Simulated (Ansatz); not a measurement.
The same path of BrH$_{3}$SSi$_{2}$ (7 atoms, charge 0, multiplicity 1) was run 3 times with different band settings. Lost on the way: Si3–H7. Made: S4–H7.

Theory: Ansatz, RKS B3LYP-D4/def2-SVP.

Relaxed end points:

```xyz
7
Properties=species:S:1:pos:R:3
Br -2.670 1.027 -0.251
Si -0.612 0.344 -0.799
Si 0.894 -0.212 0.784
S -0.139 -1.729 -0.421
H -0.308 0.835 -2.164
H 0.531 -0.195 2.225
H 2.365 -0.138 0.580
```

```xyz
7
Properties=species:S:1:pos:R:3
Br -2.613 0.419 -0.427
Si -0.382 0.655 -0.402
Si 1.070 0.504 1.422
S 0.545 -1.426 -0.096
H 0.012 1.017 -1.794
H -0.149 0.027 2.210
H 1.579 -1.265 -0.958
```

Common settings: spring 5.0 eV/Å²; optimiser quadratic models (default); start path through a guess of the saddle point; iteration limit 60; end points relaxed.

| run | movable images | climbing image | force threshold |
| --- | --- | --- | --- |
| 1 | 9 | yes | 0.05 eV/Å |
| 2 | 1 | no | 0.05 eV/Å |
| 3 | 9 | yes | 0.5 eV/Å |

Task: What does each run give, and how far can it be trusted?

Result: Run 1: converged after 8 iterations, highest image 1.847 eV above the first end. A vibrational analysis at the climbing image gives one clearly imaginary mode, 889i cm⁻¹: a first-order saddle point.
Run 2: converged after 10 iterations, highest image 1.846 eV above the first end. Neighbouring images differ by up to 1.8 eV, so the band resolves the path poorly. No image climbed, so the highest image needn't sit at the top of the path. So few images can step over the top or miss a turn of the path.
Run 3: converged after 5 iterations, highest image 1.854 eV above the first end. The threshold of 0.5 eV/Å is loose, so the images may lie well off the minimum-energy path. The order of the stationary point at the top wasn't checked.
The orbitals stay closed-shell, which can raise the energy where a bond breaks towards radicals; this wasn't checked here.
